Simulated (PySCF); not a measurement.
Geometry (Å), atoms numbered from 1 in this order:
```xyz
17

C     2.668    0.603    0.176
C     1.891   -0.449   -0.617
C     0.475   -0.495   -0.172
N     0.026   -1.302    0.764
N    -1.277   -0.984    0.863
C    -1.571    0.002   -0.015
C    -2.918    0.594   -0.174
N    -0.484    0.325   -0.674
H     2.217    1.583    0.039
H     3.701    0.641   -0.162
H     2.655    0.358    1.235
H     2.337   -1.432   -0.465
H     1.911   -0.199   -1.678
H    -1.872   -1.466    1.518
H    -3.256    1.030    0.765
H    -2.874    1.368   -0.934
H    -3.635   -0.168   -0.478
```

- GFN2-xTB geometry
- NMR shieldings at PBE0/pcSseg-1/GIAO
- program: PySCF
- gas phase, one computed conformer, one averaged value for each set of equivalent atoms, relativity neglected

Q: List the cross peaks expected in HSQC, COSY and HMBC spectra.

A: 

HSQC (one-bond C–H):
| δH | δC |
| --- | --- |
| 2.78 (H12/H13) | 26.5 (C2) |
| 2.52 (H15/H16/H17) | 13.7 (C7) |
| 1.26 (H9/H10/H11) | 18.7 (C1) |

COSY cross peaks (H two or three bonds apart, from the bond graph; peaks can be absent where the dihedral angle is near 90°):
| δH | δH |
| --- | --- |
| 2.78 (H12/H13) | 1.26 (H9/H10/H11) |

HMBC (two and three bonds, from the bond graph):
| δH | δC |
| --- | --- |
| 2.78 (H12/H13) | 170.3 (C3), 18.7 (C1) |
| 2.52 (H15/H16/H17) | 155.8 (C6) |
| 1.26 (H9/H10/H11) | 170.3 (C3), 26.5 (C2) |

References, each an isolated molecule treated in the same way: $^{1}$H, $^{13}$C against TMS.

OH and NH positions are those of a molecule without intermolecular hydrogen bonds; in solution they move with solvent, concentration and temperature, and exchange usually removes their couplings. Shifts are as computed. Against solution values, carbons near 30 ppm lie about +3 ppm off and those near 130 ppm about +5 ppm. Of 1211 compounds with measured shifts, 218 miss one by over three times the rms of a fit or turn the order of signals round; such compounds aren't used in these exercises.
